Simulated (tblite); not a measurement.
C8H9B.
Numbering: `[CH:1]#[C:2][B:3]1[CH2:4][CH2:5][C@H:6]([C:7]#[CH:8])[CH2:9]1` (hydrogens: H10 on C1; H11, H12 on C4; H13, H14 on C5; H15 on C6; H16 on C8; H17, H18 on C9)

Computed with GFN2-xTB (tblite), gas phase: Langevin dynamics at 300 K from the optimised GFN2-xTB geometry, time step 0.5 fs, friction 0.01 fs⁻¹, 2000 steps. The instantaneous temperature is 2·E(kin)/(3Nk) with all 3N coordinates.

```json
{"t (fs)": "0", "T (K)": "254", "E(pot) above start (eV)": "0.000", "C1≡C2 (Å)": "1.206", "C2–B3 (Å)": "1.498", "B3–C4 (Å)": "1.581", "C4–C5 (Å)": "1.536", "C5–C6 (Å)": "1.539", "C1–H10 (Å)": "1.052"}
{"t (fs)": "25", "T (K)": "204", "E(pot) above start (eV)": "0.305", "C1≡C2 (Å)": "1.196", "C2–B3 (Å)": "1.504", "B3–C4 (Å)": "1.565", "C4–C5 (Å)": "1.583", "C5–C6 (Å)": "1.532", "C1–H10 (Å)": "1.066"}
{"t (fs)": "50", "T (K)": "227", "E(pot) above start (eV)": "0.372", "C1≡C2 (Å)": "1.216", "C2–B3 (Å)": "1.540", "B3–C4 (Å)": "1.611", "C4–C5 (Å)": "1.533", "C5–C6 (Å)": "1.512", "C1–H10 (Å)": "1.026"}
{"t (fs)": "75", "T (K)": "218", "E(pot) above start (eV)": "0.393", "C1≡C2 (Å)": "1.208", "C2–B3 (Å)": "1.482", "B3–C4 (Å)": "1.549", "C4–C5 (Å)": "1.513", "C5–C6 (Å)": "1.556", "C1–H10 (Å)": "1.070"}
{"t (fs)": "100", "T (K)": "226", "E(pot) above start (eV)": "0.424", "C1≡C2 (Å)": "1.216", "C2–B3 (Å)": "1.498", "B3–C4 (Å)": "1.589", "C4–C5 (Å)": "1.537", "C5–C6 (Å)": "1.549", "C1–H10 (Å)": "1.029"}
{"t (fs)": "125", "T (K)": "249", "E(pot) above start (eV)": "0.561", "C1≡C2 (Å)": "1.193", "C2–B3 (Å)": "1.509", "B3–C4 (Å)": "1.592", "C4–C5 (Å)": "1.547", "C5–C6 (Å)": "1.520", "C1–H10 (Å)": "1.077"}
{"t (fs)": "150", "T (K)": "265", "E(pot) above start (eV)": "0.599", "C1≡C2 (Å)": "1.222", "C2–B3 (Å)": "1.532", "B3–C4 (Å)": "1.566", "C4–C5 (Å)": "1.544", "C5–C6 (Å)": "1.500", "C1–H10 (Å)": "1.041"}
{"t (fs)": "175", "T (K)": "316", "E(pot) above start (eV)": "0.584", "C1≡C2 (Å)": "1.212", "C2–B3 (Å)": "1.511", "B3–C4 (Å)": "1.550", "C4–C5 (Å)": "1.505", "C5–C6 (Å)": "1.586", "C1–H10 (Å)": "1.077"}
{"t (fs)": "200", "T (K)": "313", "E(pot) above start (eV)": "0.508", "C1≡C2 (Å)": "1.214", "C2–B3 (Å)": "1.496", "B3–C4 (Å)": "1.553", "C4–C5 (Å)": "1.502", "C5–C6 (Å)": "1.558", "C1–H10 (Å)": "1.071"}
{"t (fs)": "225", "T (K)": "229", "E(pot) above start (eV)": "0.678", "C1≡C2 (Å)": "1.213", "C2–B3 (Å)": "1.505", "B3–C4 (Å)": "1.624", "C4–C5 (Å)": "1.585", "C5–C6 (Å)": "1.548", "C1–H10 (Å)": "1.036"}
{"t (fs)": "250", "T (K)": "294", "E(pot) above start (eV)": "0.586", "C1≡C2 (Å)": "1.204", "C2–B3 (Å)": "1.486", "B3–C4 (Å)": "1.591", "C4–C5 (Å)": "1.581", "C5–C6 (Å)": "1.555", "C1–H10 (Å)": "1.065"}
{"t (fs)": "275", "T (K)": "307", "E(pot) above start (eV)": "0.367", "C1≡C2 (Å)": "1.209", "C2–B3 (Å)": "1.531", "B3–C4 (Å)": "1.585", "C4–C5 (Å)": "1.520", "C5–C6 (Å)": "1.548", "C1–H10 (Å)": "1.049"}
{"t (fs)": "300", "T (K)": "264", "E(pot) above start (eV)": "0.309", "C1≡C2 (Å)": "1.222", "C2–B3 (Å)": "1.557", "B3–C4 (Å)": "1.561", "C4–C5 (Å)": "1.528", "C5–C6 (Å)": "1.525", "C1–H10 (Å)": "1.046"}
{"t (fs)": "325", "T (K)": "250", "E(pot) above start (eV)": "0.462", "C1≡C2 (Å)": "1.197", "C2–B3 (Å)": "1.525", "B3–C4 (Å)": "1.551", "C4–C5 (Å)": "1.537", "C5–C6 (Å)": "1.511", "C1–H10 (Å)": "1.061"}
{"t (fs)": "350", "T (K)": "290", "E(pot) above start (eV)": "0.523", "C1≡C2 (Å)": "1.214", "C2–B3 (Å)": "1.500", "B3–C4 (Å)": "1.611", "C4–C5 (Å)": "1.570", "C5–C6 (Å)": "1.505", "C1–H10 (Å)": "1.048"}
{"t (fs)": "375", "T (K)": "304", "E(pot) above start (eV)": "0.349", "C1≡C2 (Å)": "1.208", "C2–B3 (Å)": "1.480", "B3–C4 (Å)": "1.575", "C4–C5 (Å)": "1.537", "C5–C6 (Å)": "1.528", "C1–H10 (Å)": "1.077"}
{"t (fs)": "400", "T (K)": "225", "E(pot) above start (eV)": "0.618", "C1≡C2 (Å)": "1.223", "C2–B3 (Å)": "1.499", "B3–C4 (Å)": "1.650", "C4–C5 (Å)": "1.563", "C5–C6 (Å)": "1.540", "C1–H10 (Å)": "1.015"}
{"t (fs)": "425", "T (K)": "226", "E(pot) above start (eV)": "0.692", "C1≡C2 (Å)": "1.186", "C2–B3 (Å)": "1.482", "B3–C4 (Å)": "1.587", "C4–C5 (Å)": "1.559", "C5–C6 (Å)": "1.550", "C1–H10 (Å)": "1.078"}
{"t (fs)": "450", "T (K)": "303", "E(pot) above start (eV)": "0.535", "C1≡C2 (Å)": "1.214", "C2–B3 (Å)": "1.472", "B3–C4 (Å)": "1.605", "C4–C5 (Å)": "1.532", "C5–C6 (Å)": "1.493", "C1–H10 (Å)": "1.046"}
{"t (fs)": "475", "T (K)": "305", "E(pot) above start (eV)": "0.540", "C1≡C2 (Å)": "1.206", "C2–B3 (Å)": "1.522", "B3–C4 (Å)": "1.622", "C4–C5 (Å)": "1.518", "C5–C6 (Å)": "1.479", "C1–H10 (Å)": "1.075"}
{"t (fs)": "500", "T (K)": "320", "E(pot) above start (eV)": "0.477", "C1≡C2 (Å)": "1.195", "C2–B3 (Å)": "1.525", "B3–C4 (Å)": "1.636", "C4–C5 (Å)": "1.524", "C5–C6 (Å)": "1.554", "C1–H10 (Å)": "1.037"}
{"t (fs)": "525", "T (K)": "302", "E(pot) above start (eV)": "0.474", "C1≡C2 (Å)": "1.202", "C2–B3 (Å)": "1.450", "B3–C4 (Å)": "1.569", "C4–C5 (Å)": "1.480", "C5–C6 (Å)": "1.561", "C1–H10 (Å)": "1.076"}
{"t (fs)": "550", "T (K)": "291", "E(pot) above start (eV)": "0.374", "C1≡C2 (Å)": "1.210", "C2–B3 (Å)": "1.486", "B3–C4 (Å)": "1.629", "C4–C5 (Å)": "1.513", "C5–C6 (Å)": "1.551", "C1–H10 (Å)": "1.047"}
{"t (fs)": "575", "T (K)": "302", "E(pot) above start (eV)": "0.685", "C1≡C2 (Å)": "1.186", "C2–B3 (Å)": "1.472", "B3–C4 (Å)": "1.664", "C4–C5 (Å)": "1.566", "C5–C6 (Å)": "1.571", "C1–H10 (Å)": "1.035"}
{"t (fs)": "600", "T (K)": "321", "E(pot) above start (eV)": "0.727", "C1≡C2 (Å)": "1.221", "C2–B3 (Å)": "1.476", "B3–C4 (Å)": "1.601", "C4–C5 (Å)": "1.527", "C5–C6 (Å)": "1.510", "C1–H10 (Å)": "1.069"}
{"t (fs)": "625", "T (K)": "388", "E(pot) above start (eV)": "0.720", "C1≡C2 (Å)": "1.199", "C2–B3 (Å)": "1.524", "B3–C4 (Å)": "1.543", "C4–C5 (Å)": "1.507", "C5–C6 (Å)": "1.614", "C1–H10 (Å)": "1.062"}
{"t (fs)": "650", "T (K)": "216", "E(pot) above start (eV)": "0.833", "C1≡C2 (Å)": "1.219", "C2–B3 (Å)": "1.566", "B3–C4 (Å)": "1.566", "C4–C5 (Å)": "1.516", "C5–C6 (Å)": "1.590", "C1–H10 (Å)": "1.036"}
{"t (fs)": "675", "T (K)": "302", "E(pot) above start (eV)": "0.620", "C1≡C2 (Å)": "1.216", "C2–B3 (Å)": "1.491", "B3–C4 (Å)": "1.613", "C4–C5 (Å)": "1.497", "C5–C6 (Å)": "1.502", "C1–H10 (Å)": "1.069"}
{"t (fs)": "700", "T (K)": "381", "E(pot) above start (eV)": "0.681", "C1≡C2 (Å)": "1.194", "C2–B3 (Å)": "1.508", "B3–C4 (Å)": "1.662", "C4–C5 (Å)": "1.536", "C5–C6 (Å)": "1.549", "C1–H10 (Å)": "1.050"}
{"t (fs)": "725", "T (K)": "319", "E(pot) above start (eV)": "0.800", "C1≡C2 (Å)": "1.202", "C2–B3 (Å)": "1.541", "B3–C4 (Å)": "1.572", "C4–C5 (Å)": "1.532", "C5–C6 (Å)": "1.684", "C1–H10 (Å)": "1.043"}
{"t (fs)": "750", "T (K)": "316", "E(pot) above start (eV)": "0.548", "C1≡C2 (Å)": "1.219", "C2–B3 (Å)": "1.482", "B3–C4 (Å)": "1.495", "C4–C5 (Å)": "1.521", "C5–C6 (Å)": "1.537", "C1–H10 (Å)": "1.090"}
{"t (fs)": "775", "T (K)": "310", "E(pot) above start (eV)": "0.578", "C1≡C2 (Å)": "1.193", "C2–B3 (Å)": "1.502", "B3–C4 (Å)": "1.573", "C4–C5 (Å)": "1.537", "C5–C6 (Å)": "1.542", "C1–H10 (Å)": "1.024"}
{"t (fs)": "800", "T (K)": "205", "E(pot) above start (eV)": "0.834", "C1≡C2 (Å)": "1.220", "C2–B3 (Å)": "1.485", "B3–C4 (Å)": "1.552", "C4–C5 (Å)": "1.559", "C5–C6 (Å)": "1.577", "C1–H10 (Å)": "1.090"}
{"t (fs)": "825", "T (K)": "240", "E(pot) above start (eV)": "0.703", "C1≡C2 (Å)": "1.203", "C2–B3 (Å)": "1.563", "B3–C4 (Å)": "1.607", "C4–C5 (Å)": "1.563", "C5–C6 (Å)": "1.540", "C1–H10 (Å)": "1.022"}
{"t (fs)": "850", "T (K)": "360", "E(pot) above start (eV)": "0.664", "C1≡C2 (Å)": "1.207", "C2–B3 (Å)": "1.546", "B3–C4 (Å)": "1.557", "C4–C5 (Å)": "1.570", "C5–C6 (Å)": "1.570", "C1–H10 (Å)": "1.091"}
{"t (fs)": "875", "T (K)": "363", "E(pot) above start (eV)": "0.677", "C1≡C2 (Å)": "1.237", "C2–B3 (Å)": "1.513", "B3–C4 (Å)": "1.596", "C4–C5 (Å)": "1.488", "C5–C6 (Å)": "1.584", "C1–H10 (Å)": "1.047"}
{"t (fs)": "900", "T (K)": "315", "E(pot) above start (eV)": "0.696", "C1≡C2 (Å)": "1.191", "C2–B3 (Å)": "1.557", "B3–C4 (Å)": "1.669", "C4–C5 (Å)": "1.502", "C5–C6 (Å)": "1.565", "C1–H10 (Å)": "1.049"}
{"t (fs)": "925", "T (K)": "362", "E(pot) above start (eV)": "0.580", "C1≡C2 (Å)": "1.209", "C2–B3 (Å)": "1.493", "B3–C4 (Å)": "1.575", "C4–C5 (Å)": "1.562", "C5–C6 (Å)": "1.566", "C1–H10 (Å)": "1.087"}
{"t (fs)": "950", "T (K)": "326", "E(pot) above start (eV)": "0.434", "C1≡C2 (Å)": "1.230", "C2–B3 (Å)": "1.476", "B3–C4 (Å)": "1.589", "C4–C5 (Å)": "1.527", "C5–C6 (Å)": "1.533", "C1–H10 (Å)": "1.035"}
{"t (fs)": "975", "T (K)": "299", "E(pot) above start (eV)": "0.575", "C1≡C2 (Å)": "1.184", "C2–B3 (Å)": "1.478", "B3–C4 (Å)": "1.564", "C4–C5 (Å)": "1.517", "C5–C6 (Å)": "1.579", "C1–H10 (Å)": "1.094"}
{"t (fs)": "1000", "T (K)": "307", "E(pot) above start (eV)": "0.677", "C1≡C2 (Å)": "1.213", "C2–B3 (Å)": "1.501", "B3–C4 (Å)": "1.622", "C4–C5 (Å)": "1.524", "C5–C6 (Å)": "1.574", "C1–H10 (Å)": "1.031"}
```

**Question.** From 500 fs on, how do temperature and potential energy compare with equipartition?

**Answer.** The mean temperature of these 21 frames is 312 K against the target 300 K, and the mean potential energy 0.64 eV against 48 × kT/2 = 0.62 eV for 48 classical harmonic modes. For 18 atoms in a canonical ensemble the temperature itself scatters by T·√(2/(3N)) = 58 K; here its standard deviation is 46 K. The whole run lasts only 10 friction times of 100 fs, so these averages carry a wide statistical error.

**Question.** What are the kinetic and total energies of the listed frame with the highest potential energy?

**Answer.** The one at 800 fs, 0.834 eV above the start. Its kinetic energy is 3NkT/2 = 0.477 eV at 205 K, so the sum is 1.31 eV; over the listed frames the sum runs from 0.59 to 1.62 eV, since the thermostat adds and removes energy.

**Question.** How much do the listed bonds fluctuate from 500 fs on?

**Answer.** 
| bond | at the start (Å) | mean (Å) | standard deviation (Å) |
| --- | --- | --- | --- |
| C1≡C2 | 1.206 | 1.207 | 0.014 |
| C2–B3 | 1.498 | 1.507 | 0.032 |
| B3–C4 | 1.581 | 1.593 | 0.043 |
| C4–C5 | 1.536 | 1.527 | 0.025 |
| C5–C6 | 1.539 | 1.564 | 0.037 |
| C1–H10 | 1.052 | 1.056 | 0.023 |

The motion is classical and holds no zero-point motion.

What follows is the cost of the whole dynamics run. Hardware: one thread of an Intel Xeon at 2.50 GHz, no GPU, shared host with 64 logical CPUs at a one-minute load of 59. Cost: 47 s wall, 0.18 GiB resident at most.
